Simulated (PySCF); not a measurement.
Electronic structure of Se²⁺ (selenium, charge +2) at the LDA level

Configuration: [Ar] 3d10 4s1 4p3, high-spin 5S determinant (an excited configuration). All numbers are calculated (PySCF 2.14, the spin-free X2C one-electron Hamiltonian (Gaussian nucleus), in aug-cc-pVQZ-DK (8s7p5d3f2g, 93 functions)).

```json
{
 "Total energy": "-2424.740 hartree",
 "One-electron energy": "-3348.135 hartree",
 "Hartree (Coulomb) energy": "1007.739 hartree",
 "Exchange-correlation energy": "-84.344 hartree",
 "⟨S²⟩": "6.0008",
 "⟨L²⟩": "0.000",
 "Sum of ⟨r⟩": "19.97 bohr",
 "Sum of ⟨r²⟩": "24.52 bohr²",
 "Langevin diamagnetic susceptibility": "-19.4 ×10⁻⁶ cm³/mol"
}
```

```csv
shell,electrons,mean orbital energy (eV),"rms radius, mean of both spins (bohr)"
1s α,1,-12494.1,0.0508
1s β,1,-12493.8,0.0508
2s α,1,-1629.0,0.213
2s β,1,-1628.8,0.213
2p α,3,-1437.9,0.189
2p β,3,-1437.6,0.189
3s α,1,-236.91,0.617
3s β,1,-236.48,0.617
3p α,3,-177.06,0.639
3p β,3,-176.55,0.639
3d α,5,-77.873,0.700
3d β,5,-77.159,0.700
4s α,1,-40.095,1.78
4p α,3,-27.686,2.08
```

Densities and radii are taken from the X2C orbitals without a picture-change correction, which distorts them close to the nucleus.
